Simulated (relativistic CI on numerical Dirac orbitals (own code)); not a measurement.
# Magnetism of Tm²⁺, 4f13, in a crystal field

Calculated by Dirac-Coulomb-Breit CI, separate exchange-only KLI orbitals for each configuration, model QED (radiative potential, 1s self-energy scaled to tabulated hydrogen-like ionisation energies), valence Slater integrals scaled by 0.85, one configuration in a parametric crystal field (own radial code).

Field parameters in Wybourne normalisation; cubic f-shell fields have B⁴₄ = √(5/14) B⁴₀ and B⁶₄ = −√(7/2) B⁶₀. The field is a parameter set, without covalency.

S is read from ⟨S²⟩ = S(S + 1).

Powder χT (cm³ K mol⁻¹) by Van Vleck's formula, with temperature-independent terms:

```tsv
Field	2 K	5 K	10 K	20 K	50 K	100 K	200 K	300 K
C2v, B20 = -290, B22 = 180, B40 = -260, B42 = -20, B44 = -90, B60 = 50, B62 = -200, B64 = 60, B66 = -280 cm⁻¹	0.65	0.737	0.881	1.17	1.85	2.3	2.5	2.54
D3d, B20 = 480, B40 = 320, B43 = -1180, B60 = 50, B63 = 290, B66 = 0 cm⁻¹	1.18	1.2	1.23	1.29	1.48	1.77	2.16	2.35
D3d, B20 = 1430, B40 = -1140, B43 = 940, B60 = 230, B63 = -300, B66 = 130 cm⁻¹	1.01	1.06	1.16	1.35	1.81	2.17	2.38	2.45
D3h, B20 = 340, B40 = -270, B60 = -170, B66 = 0 cm⁻¹	0.508	0.717	1.06	1.66	2.31	2.48	2.55	2.56
Oh, B40 = -630, B60 = 310 cm⁻¹	1.14	1.16	1.2	1.27	1.5	1.88	2.32	2.46
Oh, B40 = 1520, B60 = 290 cm⁻¹	0.683	0.706	0.744	0.82	1.05	1.42	1.98	2.26
```

Task: For Oh, B40 = -630, B60 = 310 cm⁻¹: what effective moment follows at 300 K?

Result: μ_eff = √(8χT) = 4.43 μB. The LS value g√(J(J + 1)) of the free ion's 2F°_7/2 level is 4.54 μB.
